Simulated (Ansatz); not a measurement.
`[SiH3]C(Cl)[TeH]` + `N[SiH2]I` → `N[SiH2][TeH]` + `[SiH3]C(Cl)I`  (redistribution)

Calculated with Ansatz (gas phase, PBE0-D4/def2-TZVP geometries, no zero-point term in ΔE). CCSD(T)/CBS adds triple-zeta CCSD(T) − MP2 to the extrapolated MP2 energy (def2 sets, frozen cores). DFT in def2-TZVPP. B3LYP here is the variant with VWN-RPA as its local correlation; programs differ in this. def2 core potentials past Kr. For I, Te outer-core shells are correlated without core-valence functions, which leaves a few kJ/mol of doubt a bond. Each species was taken in one conformer, which may not be the lowest.

`[SiH3]C(Cl)[TeH]`:

```xyz
9

Si   -0.297   -0.139   -1.071
C     0.770   -0.121    0.483
Cl    1.775    1.355    0.492
Te   -0.419   -0.392    2.249
H     0.563    0.060   -2.266
H    -0.992   -1.448   -1.162
H    -1.286    0.962   -0.971
H     1.453   -0.972    0.496
H    -1.567    0.695    1.750
```

`N[SiH2]I`:

Z-matrix (Å, degrees):
```
Si
I 1 2.468
N 1 1.704 2 115.5
H 1 1.478 2 105.5 3 -120.0
H 1 1.478 2 105.5 3 120.0
H 3 1.008 1 119.6 2 71.1
H 3 1.008 1 119.5 2 -71.1
```

`N[SiH2][TeH]`:

Z-matrix (Å, degrees):
```
Si
Te 1 2.513
N 1 1.714 2 118.0
H 1 1.483 2 102.2 3 -120.1
H 1 1.482 2 108.8 3 121.4
H 2 1.658 1 91.9 3 -68.0
H 3 1.008 1 118.5 2 81.9
H 3 1.008 1 119.5 2 -57.9
```

`[SiH3]C(Cl)I`:

Cartesian coordinates in Å:
```
Si 0.619 0.176 0.756
C -0.553 -0.348 -0.632
Cl 0.362 -0.693 -2.105
I -2.019 1.197 -0.921
H 1.298 1.424 0.340
H -0.179 0.389 1.989
H 1.608 -0.911 0.969
H -1.137 -1.235 -0.396
```

| level | ΔE (kcal/mol) | difference from CCSD(T)/CBS |
| --- | --- | --- |
| PBE-D4 | 10.5 | -1.2 |
| B3LYP-D4 | 11.3 | -0.4 |
| ωB97M-V | 12.0 | 0.3 |
| PBE | 10.3 | -1.4 |
| PBE0 | 11.1 | -0.6 |
| B3LYP | 11.0 | -0.7 |
| HF/def2-TZVPP | 12.6 | 0.9 |
| CCSD/def2-TZVPP | 11.7 | 0.0 |
| SCS-MP2/def2-QZVPP | 11.9 | 0.2 |
| CCSD/CBS(def2) | 11.9 | 0.2 |
| CCSD(T)/CBS | 11.7 | 0 |

Largest T1 diagnostic among the species: 0.011.

From PBE to PBE0 (25 % exact exchange), in def2-TZVPP and without D4, ΔE moves by +0.8 kcal/mol.
